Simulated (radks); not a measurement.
Spherical quantum dot in the effective-mass picture: electrons in a parabolic well V = omega^2 r^2 / 2 with omega = 2.61, all in effective atomic units (hartree* = m*/eps^2 hartree, bohr* = eps/m* bohr), one dielectric constant everywhere. Method: non-relativistic Kohn-Sham, r2SCAN, spin-polarised, spherical densities, generalised Kohn-Sham scheme; computed with a radial shooting solver with Libxc functionals. Levels are named by radial order and angular momentum (1s, 1p, 1d, 2s, ...), and open shells are averaged over m. Each electron was tried in the lowest free levels, single moves between levels near the top were tried too, and the lowest total energy was kept; such a search can miss a lower state. At N = 1 the Hartree and exchange-correlation terms need not cancel, so that row can carry a self-interaction error.

| N | open shells | 2S | E (hartree*) | addition energy mu(N+1) - mu(N) (hartree*) | e(HOMO) (hartree*) | rms radius (bohr*) |
|---|---|---|---|---|---|---|
| 1 | 1s(up 1, down 0) | 1 | 3.91725 | 1.220 | 4.3446 | 0.7582 |
| 2 | none | 0 | 9.05465 | 3.255 | 5.5527 | 0.7886 |
| 3 | 1p(up 1, down 0) | 1 | 17.4472 | 0.7397 | 8.7541 | 0.8843 |
| 4 | 1p(up 2, down 0) | 2 | 26.5795 | 0.7740 | 9.5161 | 0.9362 |
| 5 | 1p(up 3, down 0) | 3 | 36.4858 | 1.107 | 10.298 | 0.9723 |
| 6 | 1p(up 3, down 1) | 2 | 47.4994 | 0.6956 | 11.355 | 1.003 |
| 7 | 1p(up 3, down 2) | 1 | 59.2085 | 0.7230 | 12.068 | 1.029 |
| 8 | none | 0 | 71.6407 | 2.816 | 12.798 | 1.051 |
| 9 | 1d(up 1, down 0) | 1 | 86.8885 | 0.6281 | 15.560 | 1.088 |
| 10 | 1d(up 2, down 0) | 2 | 102.764 | 0.6351 | 16.193 | 1.120 |
| 11 | 1d(up 3, down 0) | 3 | 119.275 | 0.6369 | 16.829 | 1.147 |
| 12 | 1d(up 4, down 0) | 4 | 136.423 | 0.6360 | 17.466 | 1.171 |
| 13 | 1d(up 5, down 0) | 5 | 154.207 | 0.9038 | 18.101 | 1.193 |
| 14 | 1d(up 5, down 1) | 4 | 172.895 | 0.5904 | 18.981 | 1.213 |
| 15 | 1d(up 5, down 2) | 3 | 192.173 | 0.5978 | 19.576 | 1.232 |
| 16 | 1d(up 5, down 3) | 2 | 212.049 | 0.6006 | 20.176 | 1.249 |
| 17 | 1d(up 5, down 4) | 1 | 232.526 | 0.6008 | 20.777 | 1.266 |
| 18 | none | 0 | 253.603 | 0.8064 | 21.377 | 1.282 |
| 19 | 2s(up 1, down 0) | 1 | 275.487 | 0.7187 | 22.179 | 1.297 |
| 20 | none | 0 | 298.089 | 2.100 | 22.887 | 1.312 |
| 21 | 1f(up 1, down 0) | 1 | 322.791 | 0.5383 | 24.971 | 1.331 |
| 22 | 1f(up 2, down 0) | 2 | 348.032 | 0.5390 | 25.510 | 1.349 |
| 23 | 1f(up 3, down 0) | 3 | 373.812 | 0.5385 | 26.049 | 1.365 |
| 24 | 1f(up 4, down 0) | 4 | 400.130 | 0.5373 | 26.587 | 1.381 |
| 25 | 1f(up 5, down 0) | 5 | 426.986 | 0.5357 | 27.124 | 1.397 |
| 26 | 1f(up 6, down 0) | 6 | 454.377 | 0.5338 | 27.659 | 1.411 |
| 27 | 1f(up 7, down 0) | 7 | 482.303 | 0.7412 | 28.191 | 1.425 |
| 28 | 1f(up 7, down 1) | 6 | 510.969 | 0.5113 | 28.922 | 1.439 |
| 29 | 1f(up 7, down 2) | 5 | 540.147 | 0.5126 | 29.434 | 1.452 |
| 30 | 1f(up 7, down 3) | 4 | 569.837 | 0.5126 | 29.947 | 1.464 |
| 31 | 1f(up 7, down 4) | 3 | 600.040 | - | 30.459 | 1.477 |

All shells are closed at N = 2, 8, 18, 20 (there: 1s2 1p6 1d10 2s2); the second difference of the energy has clear peaks (12 % above both neighbours; the first and last values, which can be the largest, are not judged, and half-filled shells can peak too) at N = 2, 5, 8, 13, 18, 20, 27.
